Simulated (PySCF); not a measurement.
B(F)(NMe2)(SH) (C2H7BFNS), SMILES CN(C)B(F)S. Atoms are numbered in the order given.

```xyz
13

B      0.3060     0.1321    -0.4283
F      1.2012    -0.2763    -1.3400
N     -0.1242    -0.7780     0.5511
C     -0.9947    -0.4696     1.6546
C      0.2746    -2.1667     0.4859
H     -2.0083    -0.8896     1.5169
H     -0.5890    -0.8869     2.5926
H     -1.0833     0.6150     1.7960
H      0.8226    -2.4653     1.3974
H     -0.6049    -2.8289     0.3926
H      0.9264    -2.3339    -0.3794
S     -0.2109     1.8759    -0.6285
H     -1.2395     1.8649     0.2404
```
Charge 0, spin multiplicity 1.

Geometry: PBE0-D3(BJ)/def2-SVP. This is a generated structure with no PubChem entry under its InChIKey; it may be hypothetical. One conformer was computed; it need not be the lowest.

Two levels are set side by side: PBE/pcSseg-1 (PySCF) and PBE0/pcSseg-1 (PySCF). GIAO shifts against BF3 (¹¹B), CFCl3 (¹⁹F), H2S (³³S), NH3 (¹⁵N), TMS (¹H), TMS (¹³C) at the same level; non-relativistic, no solvent, atoms listed together averaged. Differences are taken from unrounded values.

```json
[
 {"quantity": "δ(¹¹B) of B1 (ppm)", "PBE0": "18.6"},
 {"quantity": "δ(¹⁹F) of F2 (ppm)", "PBE0": "-110.1"},
 {"quantity": "δ(¹⁵N) of N3 (ppm)", "PBE0": "87.1"},
 {"quantity": "δ(³³S) of S12 (ppm)", "PBE0": "38.3"},
 {"quantity": "δ(¹H) of H13 (ppm)", "PBE0": "1.71"}
]
```

### Question
What does PBE give, and how far is it from PBE0? (Estimate from the structure and the level; the computed values follow.)

### Answer

```json
[
 {"quantity": "δ(¹¹B) of B1 (ppm)", "PBE": "17.7", "PBE minus PBE0": "-0.9"},
 {"quantity": "δ(¹⁹F) of F2 (ppm)", "PBE": "-126.2", "PBE minus PBE0": "-16.1"},
 {"quantity": "δ(¹⁵N) of N3 (ppm)", "PBE": "96.9", "PBE minus PBE0": "9.9"},
 {"quantity": "δ(³³S) of S12 (ppm)", "PBE": "44.6", "PBE minus PBE0": "6.3"},
 {"quantity": "δ(¹H) of H13 (ppm)", "PBE": "1.63", "PBE minus PBE0": "-0.09"}
]
```

Rough cost on one machine, each run with all the roots and properties that it gave: PBE0 against PBE within a factor of 2.
